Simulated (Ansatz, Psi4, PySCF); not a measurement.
H4AsSi, doublet, geometry from GFN2-xTB. Base run: REVPBE/def2-SVP in PySCF.

PySCF was given this input:
```python
from pyscf import gto, scf, dft

mol = gto.Mole()
mol.atom = '''
    Si   -1.403295   -0.534621    0.038975
    As    0.728614    0.324234   -0.023354
    H    -1.673133   -1.318331    1.252156
    H    -2.368384    0.569103    0.005921
    H    -1.705114   -1.414749   -1.098573
    H     1.348493   -1.051041    0.065542
'''
mol.basis = 'def2-svp'
mol.charge = 0
mol.spin = 1
mol.verbose = 4
mol.build()

mf = dft.UKS(mol)
mf.xc = 'revpbe'
mf.kernel()
```

The same geometry, method and basis name were run in Ansatz (a quantum-chemistry and plane-wave program) and Psi4 and PySCF, at each program's defaults and at the settings that a row names. The base is PySCF at its defaults. Differences at the defaults can come from grids, fitting, cores and function types together.

```
code and settings                                                                             ΔE vs base (mEh)  basis functions       E (Eh)  SCF cycles  dipole (D)
--------------------------------------------------------------------------------------------  ----------------  ---------------  -----------  ----------  ----------
PySCF, defaults (exact integrals, its default grid, spherical functions)                                 0.000               70  -2527.13250          10        0.38
Psi4, defaults (density fitting with its default set, its default grid, spherical functions)            -0.103               70  -2527.13260          10        0.38
Ansatz, defaults (factorised integrals, its default grid, spherical functions)                           0.001               70  -2527.13250           -           -
PySCF, density fitting with def2-universal-jkfit                                                        -0.096               70  -2527.13260          10        0.38
PySCF, fine grid                                                                                         0.003               70  -2527.13250          10        0.38
Psi4, exact integrals, spherical functions, fine grid                                                    0.001               70  -2527.13250          13        0.38
Ansatz, high accuracy                                                                                    0.001               70  -2527.13250           -           -
```

Open shells are given as the SCF converged; they aren't shown to be the lowest states, and a large step between rows can be another state.
